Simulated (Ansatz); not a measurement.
`C[SiH2][NH][AlH2]` + `C[SeH]` → `C[Se][AlH2]` + `C[SiH2]N`  (ligand exchange at the Al–N bond)

Isolated molecules relaxed with PBE0-D4/def2-TZVP in Ansatz; ΔE leaves out vibrations. CCSD(T)/CBS is the MP2 limit (def2-TZVPP, def2-QZVPP) plus CCSD(T) − MP2 in def2-TZVPP, frozen cores. Functionals use def2-TZVPP. For Se outer-core shells are correlated without core-valence functions, which leaves a few kJ/mol of doubt a bond. Scalar relativity is left out up to krypton. Each species was taken in one conformer, which may not be the lowest.

```csv
species,PBE energy (Eh)
`C[SiH2][NH][AlH2]`,-629.27792
`C[SeH]`,-2441.65348
`C[Se][AlH2]`,-2684.57922
`C[SiH2]N`,-386.35975
```

Q: Work out ΔE.

A: ΔE = (-2684.57922) + (-386.35975) − (-629.27792) − (-2441.65348) = -0.00757 Eh = -4.8 kcal/mol. CCSD(T)/CBS gives -3.4 kcal/mol.

Largest T1 diagnostic among the species: 0.011.
